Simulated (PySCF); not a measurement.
# How the method changes the constants of AlSb⁺

State: ⁴Σ⁻ (quartet), unpaired electrons σ ↑, π ↑↑. Set-up: PySCF, scalar-relativistic core potentials, basis sets Al def2-SVPD, Sb def2-SVPD with ECP28. De refers to Al⁺ + Sb in their high-spin ground configurations, without counterpoise correction. The functionals are run spin-unrestricted. A positive dipole points towards Sb; it is taken about the centre of mass and depends on that origin.

```
      Level  Re (Å)  ωe (cm⁻¹)  De (eV)  μ (D)
        UHF   3.147        100    0.331  -7.68
    UHF-MP2   2.973        124    0.477    n/a
UHF-SCS-MP2   3.025        113    0.423    n/a
   UHF-CCSD   3.004        125    0.475    n/a
UHF-CCSD(T)   2.959        136     0.53    n/a
        LDA   2.733        218     1.29  -5.35
        PBE   2.801        195     1.07  -5.50
     PBEsol   2.765        207     1.16  -5.44
     r²SCAN   2.766        205     1.02  -5.71
      M06-L   2.781        195     1.01  -5.27
       PBE0   2.805        187     0.93  -5.77
    LC-ωPBE   2.810        176     0.77  -6.05
```

The bond length runs from 2.733 Å (LDA) to 3.147 Å (UHF). De spans 0.33 eV (UHF, mean field) to 1.29 eV (LDA, local density). Correlation at CCSD(T) changes the Hartree–Fock bond energy by +0.20 eV; the triples alone change it by +0.05 eV.

Correlated steps freeze 9 core orbitals. Correlated levels converge slowly with the basis: in double zeta they bind strong bonds too weakly, by up to about 1 eV, and carry superposition errors of some tenths. These are scalar-relativistic numbers at best; spin–orbit coupling would shift them, the dissociation energy most. For an ion De counts to the pair picked by the measured ionisation energies or electron affinities, which need not be the lowest pair at this level. The state is the lowest determinant that a PBE0 search found; another state may lie lower at other levels.
